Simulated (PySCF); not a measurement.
# Frontier orbitals and the lowest excitations

Species: C5H2F3O (charge +1).
Geometry (GFN2-xTB, Å), atoms numbered from 1 in this order:
```xyz
11
C5H2F3O angstrom
F     -0.4313    2.4358   -0.0381
C     -0.2233    1.1570   -0.0184
C     -1.2999    0.2553    0.0324
C     -1.0232   -1.0872    0.0499
O      0.2131   -1.5438    0.0209
C      1.2394   -0.7368   -0.0256
F      2.3885   -1.3288   -0.0490
C      1.0950    0.6531   -0.0480
F      2.1389    1.4376   -0.0945
H     -2.3154    0.6289    0.0565
H     -1.7764   -1.8684    0.0880
```

Computed with TDDFT CAM-B3LYP/def2-SVPD, vertical, gas phase, core orbitals frozen in the response (PySCF 2.14.0, density-fitted response routines).

Kohn–Sham orbitals with the atoms that hold most of them (Löwdin shares over 4%, at most four atoms; ? is withheld):

```tsv
orbital	ε (eV)	atoms
HOMO-3	-18.96	O5 23%, F1 21%, C4 17%, C3 12%
HOMO-2	-18.51	F9 32%, F1 17%, C2 12%, C8 12%
HOMO-1	-16.60	C3 28%, C2 19%, F1 15%, O5 12%
HOMO	-15.36	?
LUMO	-7.35	?
LUMO+1	-5.82	C3 22%, C4 18%, C8 16%, C6 16%
LUMO+2	-3.82	C8 24%, C2 17%, C6 17%, F9 10%
```

(1) Which atoms hold the LUMO, and with what shares?

(2) Which atoms hold the HOMO, and with what shares?

(3) How does S1 compare with the orbital gap of 8.02 eV?

(4) One configuration dominates each of S1, S3 and S6. Which, and how do the shares of the two leading atoms of either orbital change from the occupied to the empty one?

Answers

(1) C2 (bonded to 2 C and F) 24%; C4 (bonded to C, O and H) 16%; O5 (bonded to 2 C) 16%; C6 (bonded to C, F and O) 15%. By element: carbon 56% or more, oxygen 16%.

(2) C8 (bonded to 2 C and F) 21%; C6 (bonded to C, F and O) 17%; C4 (bonded to C, O and H) 16%; F9 (bonded to C) 13%. By element: carbon 55% or more, fluorine 13% or more.

(3) S1 is at 5.08 eV (f = 0.149), 2.94 eV below the gap, made of HOMO→LUMO (94%). 

(4) 
- S1 (5.08 eV, f 0.149), HOMO→LUMO (94%): C8 21% → at most 16%, C6 17% → 15%, C2 at most 14% → 24%, C4 16% → 16%
- S3 (7.17 eV, f 0.0001), HOMO-2→LUMO (95%): F9 32% → at most 16%, F1 17% → at most 16%, C2 12% → 24%, C4 at most 12% → 16%
- S6 (7.70 eV, f 0.260), HOMO-1→LUMO+1 (90%): C3 28% → 22%, C2 19% → at most 16%, C4 at most 12% → 18%

Löwdin shares depend on the basis, the more so with diffuse functions.
